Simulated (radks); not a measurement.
Q: The germanium ion Ge2+, configuration [Ar] 3d10 4s2. Calculated with a radial shooting solver on a logarithmic mesh with Libxc functionals: scalar-relativistic Kohn-Sham, LDA (Slater exchange, VWN5 correlation), spin-polarised, spherical densities, finite nucleus; Fermi nuclear charge, rms radius 4.0742 fm. Some entries of the table are withheld. Estimate them.

orbital,occ.,eigenvalue (eV),<r^2> (bohr^2)
1s,2,(1),(2)
2s,2,-1389.543,0.05221
2p,6,-1218.200,(3)
3s,2,(4),0.4514
3p,6,-135.4633,0.4941
3d,10,-49.5573,0.6846
4s,2,-29.6342,4.247

A: 
(1) 1s eigenvalue (eV): -10961.37
(2) 1s <r^2> (bohr^2): 0.002981
(3) 2p <r^2> (bohr^2): 0.04143
(4) 3s eigenvalue (eV): -187.8174
